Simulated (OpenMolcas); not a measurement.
Computed levels of 5d⁶ in ions with 74 electrons, in cm-1 above ⁵D₄.

* Program: OpenMolcas
* Method: CASSCF
* Basis: ANO-RCC-VTZP
* Scalar Hamiltonian: DKH2, point nucleus
* Spin-orbit coupling: state interaction with AMFI integrals over the reference wave functions, term energies averaged over their components

Active space for each ion: 6 electrons in 5 orbitals (5d).

```json
{"Level": "⁵D₃", "Os2+": "4429", "Pt4+": "7529", "Au5+": "9691"}
{"Level": "⁵D₁", "Os2+": "7154", "Pt4+": "11270", "Au5+": "13917"}
{"Level": "⁵D₀", "Os2+": "7632", "Pt4+": "11664", "Au5+": "14008"}
{"Level": "³H₆", "Os2+": "18521", "Pt4+": "23716", "Au5+": "26528"}
{"Level": "³H₅", "Os2+": "18741", "Pt4+": "23793", "Au5+": "26510"}
{"Level": "³F₂(1)", "Os2+": "23132", "Pt4+": "29623", "Au5+": "33109"}
{"Level": "³G₅", "Os2+": "27081", "Pt4+": "36782", "Au5+": "42492"}
{"Level": "³G₄", "Os2+": "28135", "Pt4+": "37057", "Au5+": "41958"}
{"Level": "³D₁", "Os2+": "28309", "Pt4+": "37067", "Au5+": "41680"}
```

Task: Estimate ⁵D₀, ³H₆, ³H₅ for Ir3+ from its neighbours Os2+ and Pt4+.

Result: ⁵D₀ is fine structure, which grows about as the fourth power of a screened charge, so the fourth roots are averaged: ((7632^0.25 + 11664^0.25) / 2)^4 = 9488. The calculation gives 9635, so the estimate is off by -1.5 %.
³H₆ is another term, which grows about linearly with the charge: (18521 + 23716) / 2 = 21118. The calculation gives 21129, so the estimate is off by -0.1 %.
³H₅ is another term, which grows about linearly with the charge: (18741 + 23793) / 2 = 21267. The calculation gives 21281, so the estimate is off by -0.1 %.

Mixed levels, with the weight of the term that names them: Os2+ ³H₅ (60 %), Os2+ ³G₅ (60 %), Os2+ ³G₄ (69 %), Os2+ ³D₁ (50 %), Ir3+ ³H₅ (56 %), Ir3+ ³G₅ (56 %), Ir3+ ³G₄ (66 %), Ir3+ ³D₁ (62 %), Pt4+ ³H₅ (54 %), Pt4+ ³F₂(1) (73 %), Pt4+ ³G₅ (54 %), Pt4+ ³G₄ (63 %), Pt4+ ³D₁ (68 %), Au5+ ⁵D₀ (73 %), Au5+ ³H₅ (51 %), Au5+ ³F₂(1) (66 %), Au5+ ³G₅ (51 %), Au5+ ³G₄ (58 %), Au5+ ³D₁ (70 %).

Without dynamic correlation excited terms often stand tens of per cent too high (terms of higher spin than the ground term too low), and those without a measured partner can miss by more than the paired ones. Terms from blocks run as CI alone lack orbitals of their own. Configurations with an s electron lie low in 5d ions of this charge, fall among these levels and mix in, so low-spin terms can stand far too high, up to twice their true height, and weights are not those of the real levels (holds for Os2+). Levels of configurations outside the active space are missing.

A number in round brackets counts repeated terms of one configuration in the order of the reference energies.
